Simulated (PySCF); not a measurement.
# A small calculation by hand: chemical shift, span and skew from a shielding tensor

Ge(Me)(OH)3 (CH6GeO3), SMILES [CH3][Ge]([OH])([OH])[OH]. Atoms are numbered in the order given.

```xyz
11

C      0.0000     0.0000    -1.9546
Ge     0.0000     0.0000    -0.0190
O     -1.3231     1.0231     0.6413
O      1.5476     0.6343     0.6413
O     -0.2245    -1.6574     0.6413
H     -0.2700     1.0073    -2.3238
H      1.0074    -0.2698    -2.3238
H     -0.7373    -0.7375    -2.3238
H     -1.8116     0.4998     1.3052
H      1.3387     1.3189     1.3052
H      0.4729    -1.8188     1.3052
```

Geometry optimised at PBE-D3(BJ)/def2-SVP. Other conformers were not sampled.

GIAO shieldings from PBE/pcSseg-1 (PySCF), non-relativistic, no solvent. The symmetric part of the tensor of C1 has the principal values 172.2, 172.2, 190.5 ppm. The same nucleus in TMS has σ = 182.0 ppm at this level (PySCF, at its B3LYP-D3(BJ)/def2-TZVP geometry).

Q: Work out the isotropic shielding, the ¹³C shift against TMS, the span and the skew.

A: 
σ(iso) = (σ11 + σ22 + σ33)/3 = 178.3 ppm. δ = σ(ref) − σ(iso) = 182.0 − (178.3) = 3.7 ppm.
Span Ω = σ33 − σ11 = 18.3 ppm. Skew κ = 3(σ(iso) − σ22)/Ω = 1.00, an axial tensor. Tumbling in solution averages the tensor to δ; in a static solid the shielding alone would spread this spin-1/2 line over Ω.
